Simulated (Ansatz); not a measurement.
Species: dibromo(diethyl)silane, C4H10Br2Si (charge 0, singlet). 
Geometry from a B3LYP-D3(BJ)/def2-TZVP (Ansatz, an electronic-structure program) optimisation:
SMILES: CC[Si](Br)(Br)CC
```xyz
17

C     -1.9805    -2.2027     0.8762
C     -1.3052    -1.5578    -0.3401
Si     0.0072    -0.3080     0.1043
Br    -0.9629     1.4133     1.1675
Br     0.9193     0.4528    -1.7993
C      1.3644    -0.9749     1.1976
C      2.0832    -2.1968     0.6133
H     -1.2599    -2.7346     1.5007
H     -2.7384    -2.9232     0.5645
H     -2.4697    -1.4537     1.5004
H     -0.8250    -2.3169    -0.9653
H     -2.0417    -1.0602    -0.9753
H      2.0702    -0.1635     1.3896
H      0.9075    -1.2177     2.1620
H      2.5495    -1.9611    -0.3442
H      1.3945    -3.0282     0.4504
H      2.8661    -2.5475     1.2877
```

Basis-set convergence of Hartree-Fock and MP2 correlation energies (hartree) with Ansatz. Correlated levels leave the core frozen unless marked. No spin-orbit coupling. Frozen are the shells of the preceding noble gas and the d and f shells that filled before the atom's block. Non-relativistic.

| basis | functions | E(HF) | E(corr, MP2) |
|---|---|---|---|
| def2-SVP | 188 | -5590.35316 | -0.91312 |
| def2-TZVPP | 402 | (withheld) | (withheld) |

### Question
Some entries are withheld; supply them.

### Answer

- def2-TZVPP, E(HF): -5591.26136
- def2-TZVPP, E(corr, MP2): -1.14912
